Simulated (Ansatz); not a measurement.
These are r2SCAN-D4/def2-SVP run with Ansatz (an electronic-structure program) values and carry that method's errors. No frequencies were computed at this level.

Ansatz 0.2 input:
```yaml
crystal:
  periodic: [false, false, false]
  atoms:
    - { symbol: Nb, position_ang: [0.000003, -0.000017, 0.000005] }
    - { symbol: F, position_ang: [1.377902, 0.743436, 0.923264] }
    - { symbol: F, position_ang: [0.242677, -0.535958, -1.719765] }
    - { symbol: F, position_ang: [-0.488978, 1.618585, -0.573419] }
    - { symbol: F, position_ang: [-1.620594, -0.207429, 0.796483] }
    - { symbol: F, position_ang: [0.48899, -1.618616, 0.57343] }
basis:
  gaussian: { orbitals: def2-svp }
hamiltonian:
  xc: r2scan
  dispersion: d4
relax:
  max_steps: 150
```

Output:

```
Functional definition: r2SCAN
1017 factors; their error is unknown
mean field evaluation 1: about -15119.8776 eV, gradient 7.2e1 eV
mean field evaluation 2: about -15045.5289 eV, gradient 2.2e2 eV
mean field evaluation 4: about -15128.0769 eV, gradient 7.3e0 eV
mean field evaluation 8: about -15128.1381 eV, gradient 9.1e-2 eV
mean field evaluation 16: about -15128.1381 eV, gradient 1.5e-5 eV
mean field -15128.13813173 eV, -555.9488221206 hartree, gradient 1.5e-5 eV, S^2 0.000000; 0 other end points of the search recorded, 0 dependent functions left out
reference -15128.13816134 eV, -555.9488232088 hartree; 29, 29 occupied and 72, 72 virtual orbitals, 1017 factors
relax step   1: F+E_penalty+E_count = -15128.16490080 eV  Δ(F+E_penalty+E_count) = +0.000e0 eV  max|allowed force component| = 3.252e0 eV/Å  Δτ_max = 0.0000 Å  (29 SCF iters, accepted)
these checks for a lower state are left out or cut short: starts, cluster_reference, orbital_swaps, neighbouring_geometries, increment
1017 factors; their error is unknown
mean field -15128.45849923 eV, -555.9605954093 hartree, gradient 2.7e-5 eV, S^2 0.000000; 0 other end points of the search recorded, 0 dependent functions left out
reference -15128.45852900 eV, -555.9605965033 hartree; 29, 29 occupied and 72, 72 virtual orbitals, 1017 factors
relax step   2: F+E_penalty+E_count = -15128.48492822 eV  Δ(F+E_penalty+E_count) = -3.200e-1 eV  max|allowed force component| = 3.022e-1 eV/Å  Δτ_max = 0.0757 Å  (30 SCF iters, accepted)
these checks for a lower state are left out or cut short: starts, cluster_reference, orbital_swaps, neighbouring_geometries, increment
1017 factors; their error is unknown
mean field evaluation 32: about -15128.4622 eV, gradient 2.6e-5 eV
mean field -15128.46217757 eV, -555.9607305856 hartree, gradient 2.6e-5 eV, S^2 0.000000; 0 other end points of the search recorded, 0 dependent functions left out
reference -15128.46220734 eV, -555.9607316798 hartree; 29, 29 occupied and 72, 72 virtual orbitals, 1017 factors
relax step   3: F+E_penalty+E_count = -15128.48858869 eV  Δ(F+E_penalty+E_count) = -3.660e-3 eV  max|allowed force component| = 3.365e-2 eV/Å  Δτ_max = 0.0092 Å  (31 SCF iters, accepted)
these checks for a lower state are left out or cut short: starts, cluster_reference, orbital_swaps, neighbouring_geometries, increment
1017 factors; their error is unknown
mean field -15128.46226068 eV, -555.9607336400 hartree, gradient 1.0e-5 eV, S^2 0.000000; 0 other end points of the search recorded, 0 dependent functions left out
reference -15128.46229045 eV, -555.9607347341 hartree; 29, 29 occupied and 72, 72 virtual orbitals, 1017 factors
relax step   4: F+E_penalty+E_count = -15128.48867200 eV  Δ(F+E_penalty+E_count) = -8.330e-5 eV  max|allowed force component| = 1.756e-3 eV/Å  Δτ_max = 0.0013 Å  (24 SCF iters, accepted)
these checks for a lower state are left out or cut short: starts, cluster_reference, orbital_swaps, neighbouring_geometries, increment
1017 factors; their error is unknown
mean field -15128.46114270 eV, -555.9606925549 hartree, gradient 2.4e-5 eV, S^2 0.000000; 0 other end points of the search recorded, 0 dependent functions left out
reference -15128.46117248 eV, -555.9606936492 hartree; 29, 29 occupied and 72, 72 virtual orbitals, 1017 factors
relax step   5: F+E_penalty+E_count = -15128.48755311 eV  Δ(F+E_penalty+E_count) = +1.119e-3 eV  max|allowed force component| = 8.187e-2 eV/Å  Δτ_max = 0.0243 Å  (29 SCF iters, rejected (line search))
relax step   6: F+E_penalty+E_count = -15128.48867200 eV  Δ(F+E_penalty+E_count) = +0.000e0 eV  max|allowed force component| = 1.756e-3 eV/Å  Δτ_max = 0.0000 Å  (24 SCF iters, accepted)
1017 factors; their error is unknown
mean field evaluation 64: about -15128.4623 eV, gradient 1.1e-4 eV
mean field -15128.46226068 eV, -555.9607336400 hartree, gradient 1.0e-5 eV, S^2 0.000000; 1 other end points of the search recorded, 0 dependent functions left out
reference -15128.46229045 eV, -555.9607347341 hartree; 29, 29 occupied and 72, 72 virtual orbitals, 1017 factors
Total energy: -15128.48870177 eV, -555.9617053321 hartree
Atom 0 at     0.000044     0.000024     0.000030 Å, force    -0.000177    -0.000096    -0.000118 eV/Å
Atom 1 at     1.395352     0.752798     0.934963 Å, force    -0.001326    -0.000715    -0.000888 eV/Å
Atom 2 at     0.245495    -0.542787    -1.741435 Å, force    -0.000361     0.000513     0.001756 eV/Å
Atom 3 at    -0.512490     1.696732    -0.601033 Å, force     0.000184    -0.000134     0.000154 eV/Å
Atom 4 at    -1.641096    -0.210146     0.806304 Å, force     0.001617     0.000164    -0.000915 eV/Å
Atom 5 at     0.512695    -1.696621     0.601169 Å, force     0.000063     0.000268     0.000012 eV/Å
Dipole moment:     0.000066     0.000036     0.000044 e Å
```

Cost: about 40 core-seconds (a rough figure).
